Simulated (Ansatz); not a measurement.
Consider the redistribution: `CO[SiH2]S[SiH2]Cl` + `[SiH3][S][GeH3]` → `CO[SiH2]S[SiH3]` + `Cl[SiH2][S][GeH3]`.

Gas-phase electronic energies from Ansatz, PBE0-D4/def2-TZVP geometries. CCSD(T)/CBS is the MP2 limit (def2-TZVPP, def2-QZVPP) plus CCSD(T) − MP2 in def2-TZVPP, frozen cores. Functionals use def2-TZVPP. For Ge outer-core shells are correlated without core-valence functions, which leaves a few kJ/mol of doubt a bond. Scalar relativity is left out up to krypton. One conformer a species, not always the lowest.

| species | ωB97X-V energy (Eh) |
| --- | --- |
| `CO[SiH2]S[SiH2]Cl` | -1554.89935 |
| `[SiH3][S][GeH3]` | -2768.05664 |
| `CO[SiH2]S[SiH3]` | -1095.29465 |
| `Cl[SiH2][S][GeH3]` | -3227.66107 |

Question: Work out ΔE.

Answer: ΔE = (-1095.29465) + (-3227.66107) − (-1554.89935) − (-2768.05664) = 0.00027 Eh = +0.2 kcal/mol. CCSD(T)/CBS gives -0.2 kcal/mol.

Largest T1 diagnostic among the species: 0.012.

The D4 term adds +1.0 kcal/mol with B3LYP and +0.6 kcal/mol with PBE0; it sums over pairs of atoms, weighted by their polarisabilities, and B3LYP, whose exchange is more repulsive, gets the larger term.

B3LYP here is the variant with VWN-RPA as its local correlation; programs differ in this.
